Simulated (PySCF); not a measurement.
Gas-phase reaction: 3 CrO3 + 3 F2 = 3 CrO2F2 + O3

Method: PySCF energies (xtb for GFN2) plus ideal-gas RRHO corrections (1 bar). S°(298 K) at PBE0/def2-TZVP differs from the NASA 1993 table for CrO3 (+11 J/mol/K); whether the harmonic model or the table's entry is off was not settled. † marks an energy on the PBE0/def2-TZVP geometry and frequencies; other levels use their own. MP2 freezes the core. 6-31G* has spherical d functions here. All species are closed-shell singlets. MP2 isn't extrapolated to the basis-set limit; its ΔH°(298 K) is -1639.3 kJ in def2-SVP and -1561.0 kJ in def2-TZVPP. The harmonic model lacks anharmonicity and excited electronic states, which grow with temperature; levels with a mode under 35 cm⁻¹ are left out. Strong static correlation: CrO3, O3.

| level | ΔE electronic, kJ | ΔH°(298 K), kJ | ΔS°(298 K), J/K | ΔG°(1000 K), kJ |
|---|---|---|---|---|
| GFN2-xTB | -1975 | -1959 | -278 | -1686 |
| HF/6-31G* | -1522 | -1502 | -313 | -1191 |
| HF/def2-TZVP† | -1483 | -1469 | -292 | -1182 |
| MP2/def2-TZVPP† | -1575 | -1561 | -292 | -1274 |
| PBE/def2-SVP | -1552 | -1540 | -285 | -1261 |
| PBE0/def2-QZVP† | -1567 | -1553 | -292 | -1266 |
| PBE0/def2-SVP† | -1518 | -1504 | -292 | -1217 |
| PBE0/def2-TZVP | -1538 | -1524 | -292 | -1237 |
ΔH° is lowest at GFN2-xTB and highest at HF/def2-TZVP†. No reference value is set beside these.
